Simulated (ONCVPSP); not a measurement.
# Before and after: ONCV potential for molybdenum (Mo)

molybdenum (Mo), optimised norm-conserving Vanderbilt (ONCV), made with ONCVPSP 4.0.1 (PBE, fully relativistic). Core [Ar] 3d10, reference 4s2 4p6 4d5 5s0.5 (charge +0.5). Waves: 4s+5s: rc 1.85 bohr, ncon 3, nbas 7, qcut 4.9 1/bohr, 2 projectors; 4p: rc 1.40 bohr, ncon 3, nbas 7, qcut 6.8 1/bohr, 2 projectors, debl 2.5 Ha; 4d: rc 1.85 bohr, ncon 4, nbas 9, qcut 9.6 1/bohr, 2 projectors, debl 0.6 Ha. Local part: polynomial inside 0.90 bohr (lpopt 5, dvloc0 3 Ha). Core correction: none.

Open shells are filled in proportion to 2j + 1.

Change: local potential polynomial inside 1.05 bohr (lpopt 5, dvloc0 3 Ha).

Cutoffs: the cutoffs (Ha) at which the residual kinetic energy of the hardest occupied pseudo-wave falls to 1 and 0.1 mHa per electron; they do not see the model core or the augmentation charge, which bear on the density cutoff. Errors are all-electron minus pseudo energies relative to the spin-unpolarised reference configuration.

Task: What does the change do?

Result: The potential gets neither clearly harder nor softer (22 Ha and 50 Ha → 22 Ha and 50 Ha); the lowest positive-energy flag moves from s at 53.2 eV to none; the errors of the 4 common tests hardly move; the range in which the s phases agree widens (upper end 1.0 → 2.5); neither file shows a bound ghost.

| quantity | base | changed |
| --- | --- | --- |
| cutoff, loose | 22 Ha | 22 Ha |
| cutoff, tight | 50 Ha | 50 Ha |
| bound ghosts | none | none |
| GHOST(+) flags under 300 eV | s at 53.2 eV | none |
| error for 4s2 4p6 4d5 5s1, meV [ΔE -2.73 eV] | -0.3 | -0.3 |
| error for 4s2 4p6 4d5 5s0, meV [ΔE 4.16 eV] | -0.3 | -0.2 |
| error for 4s2 4p6 4d4 5s0, meV [ΔE 19.62 eV] | +0.4 | +0.4 |
| error for 4s1 4p6 4d5 5s1, meV [ΔE 67.46 eV] | -299 | -302 |
| s: phases at 1.88 bohr within 0.05 rad from the reference energy up to (Ha; the scan ends near 5) | 1.0 | 2.5 |
| p3/2: phases at 1.42 bohr within 0.05 rad from the reference energy up to (Ha; the scan ends near 5) | to the end of the scan | to the end of the scan |
| p1/2: phases at 1.42 bohr within 0.05 rad from the reference energy up to (Ha; the scan ends near 5) | 4.9 | to the end of the scan |
| d5/2: phases at 1.88 bohr within 0.05 rad from the reference energy up to (Ha; the scan ends near 5) | to the end of the scan | to the end of the scan |
| d3/2: phases at 1.88 bohr within 0.05 rad from the reference energy up to (Ha; the scan ends near 5) | to the end of the scan | to the end of the scan |
